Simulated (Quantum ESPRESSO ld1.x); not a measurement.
Values are calculated unless marked as measured or tabulated.
One sound ld1.x (Quantum ESPRESSO 7.5) input for the zinc ion Zn2+ gives E = -1795.409 hartree in 41 iterations:

```
 &input
    zed=30.0,
    iswitch=1,
    rel=2,
    dft='BLYP',
    config='[Ar] 3d10',
    lsmall=.true.,
    prefix='ld1',
    max_out_wfc=37,
    file_charge='ld1.rho',
 /
```

Changed or added lines, one case at a time, and what came of them:

- config='[Ar] 3d10 3d10': refused. The program stops in el_config with "occupation wrong": a shell may stand twice only as spin up and down (lsd = 1) or as its two j (rel = 2, l > 0), within their capacities.
- tr2=1e-1: inaccurate. The cycle stops early, after 8 iterations, and the energy is off by -1.371 hartree against the sound run.
- dft='HF': refused. The program stops in ld1_setup with "HF not implemented yet": ld1.x has no Hartree-Fock; KLI and OEP are its exact-exchange options.
- config='[Ar] 3d10 2d1': refused. The program stops in el_config with "main/angular quantum number mismatch": l must be smaller than n.
- config='[Ar] 3d': refused. The program stops in el_config with "no occupancy field?": each term needs its occupation.
- lsd=1: refused. The program stops in ld1_readin with "local spin density and spin-orbit not allowed": spin polarisation goes with rel = 0 or 1 alone.
- config='[Ar] 3d10 1s1': refused. The program stops in el_config with "occupation wrong": the bracketed core already holds 1s.
